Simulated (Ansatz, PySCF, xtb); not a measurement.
Dimer: GeH4O (SMILES [OH][GeH3]) (first 6 atoms) with NH3 (SMILES N); geometry from B3LYP-D3(BJ)/def2-TZVP, rigid monomers moved along the line of their centres of mass till H3···N7 is 2.64 Å.
(charge 0, multiplicity 1):
```xyz
10

O     -0.36249     0.71426     0.57519
Ge     0.51478    -0.70742    -0.03531
H     -0.46111     0.69066     1.54997
H      1.93723    -0.77697     0.56828
H      0.58414    -0.52578    -1.55836
H     -0.23739    -2.01145     0.32022
N     -0.87931     0.89274     4.14575
H     -1.85639     1.06260     4.35647
H     -0.60904     0.03422     4.61238
H     -0.34024     1.64804     4.55400
```

Counterpoise-corrected where a basis set is named; no monomer relaxation. Rows marked so take none.

Rows in 6-31G* carry no dispersion term and start afresh at each structure (6-31G* with six Cartesian d functions); the Pople sets are all-electron and without relativity.

Codes used: Ansatz (a quantum-chemistry and plane-wave program); PySCF for 6-31G* rows; xtb for the GFN methods. 

One of these levels gives -18.5 kJ/mol for the interaction energy. Which?
A) GFN2-xTB
B) r2SCAN/def2-TZVPPD
C) B3LYP/6-31G* (no counterpoise)

B, r2SCAN/def2-TZVPPD. The others give -13.7 (GFN2-xTB), -26.0 (B3LYP/6-31G* (no counterpoise))
